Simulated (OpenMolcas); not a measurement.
A run on Pd2+ among 5 point charges of -2 e arranged as a square pyramid (C4v), 2.27 Å from the ion, with the axial distance 2.474 Å.

```json
{
  "Program": "OpenMolcas 26.06",
  "Method": "SS-CASPT2, IPEA 0.25 Eh, imaginary shift 0.1 Eh (closed shells correlated: 4s 4p)",
  "Basis": "ANO-RCC-VTZP [7s6p4d2f1g]",
  "Scalar Hamiltonian": "DKH2, point nucleus",
  "Active space": "8 electrons in 5 orbitals (4d)",
  "State averaging": "2S+1 = 3 even, 10 roots; 2S+1 = 1 even, 15 roots",
  "Spin-orbit coupling": "state interaction with AMFI integrals over the reference wave functions"
}
```

First CASPT2 step and the start of its output:

```
&CASPT2
Multistate=10 1 2 3 4 5 6 7 8 9 10
NoMult
Frozen=14
IPEA=0.25
Imaginary=0.1
MaxIter=60
WThr=0.0 0.3 0.05
PrWF=0.5
NoMix
```

```
--- CASPT2 ---
Orbital specifications:
      -----------------------

      Symmetry species                           1
                                                 a
      Frozen orbitals                           14
      Inactive orbitals                          4
      Active orbitals                            5
      Secondary orbitals                        45
      Deleted orbitals                           0
      Number of basis functions                 68
Type of calculation                        SS-CASPT2
      Fock operator                              state-specific
      IPEA shift                                 0.25
      Real shift                                 0.00
      Imaginary shift                            0.10
      The input orbitals will be transformed to quasi-canonical
Reference energy:       -5045.7008825798
      E2 (Non-variational):      -0.5438597422
      Shift correction:          -0.0021187984
      E2 (Variational):          -0.5459785406
      Total energy:           -5046.2468611204
      Residual norm:              0.0000001672
      Reference weight:           0.86833
      Contributions to the CASPT2 correlation energy
      Active & Virtual Only:         -0.2418489462
      One Inactive Excited:          -0.2168943892
      Two Inactive Excited:          -0.0851164068
Reference energy:       -5045.7008825798
      E2 (Non-variational):      -0.5438597355
      Shift correction:          -0.0021187937
      E2 (Variational):          -0.5459785292
      Total energy:           -5046.2468611089
      Residual norm:              0.0000001672
      Reference weight:           0.86833
      Contributions to the CASPT2 correlation energy
      Active & Virtual Only:         -0.2418489389
...
```

Over all roots the printed reference weights run from 0.61 to 0.92, and roots that are degenerate in the reference spread by up to 0.29 cm-1.

Q: Did the run give usable levels, and if not, why?

A: No. The equations converged, but the reference weight falls to 0.61 for at least one root against 0.92 for the best. A drop of that size marks an intruder state, so the energies of such roots and the levels built on them can't be trusted.
